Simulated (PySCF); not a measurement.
¹⁷O chemical shifts

[PySCF: structure optimised with GFN2-xTB; shielding tensors at PBE0/pcSseg-1 (GIAO); gas phase; rapidly exchanging positions averaged; relativity neglected; a single conformation]

Shieldings were converted by a linear fit to measured shifts: ¹⁷O: δ = 266.70 − 0.911σ (rms 10.7 ppm, 155 shifts, 12.2 ppm with the 3 outliers that the fit left out vs liquid water, solution or neat liquid). Occasional misses reach two or three times the rms, and more in compound classes unlike the fitted ones.

Give the ¹⁷O shifts of `C=Cc1ccc(F)c(=O)cc1`, `CC(C)C(=O)O[SiH2][SiH3]`, `CNC(=O)CCC[SiH2]O`, `O=CC(F)F`.

## Answers


```
                                                     compound                     environment  δ (ppm)
                                          C=Cc1ccc(F)c(=O)cc1                 carbonyl oxygen    502.4
     [CH3:1][CH:2]([CH3:3])[C:4](=[O:5])[O:6][SiH2:7][SiH3:8]             O5: carbonyl oxygen    356.7
     [CH3:1][CH:2]([CH3:3])[C:4](=[O:5])[O:6][SiH2:7][SiH3:8]      O6: oxygen bonded to C, Si    117.9
[CH3:1][NH:2][C:3](=[O:4])[CH2:5][CH2:6][CH2:7][SiH2:8][OH:9]  O4: amide-type carbonyl oxygen    286.6
[CH3:1][NH:2][C:3](=[O:4])[CH2:5][CH2:6][CH2:7][SiH2:8][OH:9]      O9: oxygen bonded to Si, H    -18.0
                                                     O=CC(F)F                 aldehyde oxygen    611.2
```

In solution the two oxygens of a carboxylic acid give one averaged line by proton exchange, and hydrogen bonding shields acid and N–H amide carbonyl oxygens by tens of ppm; neither is in these numbers.
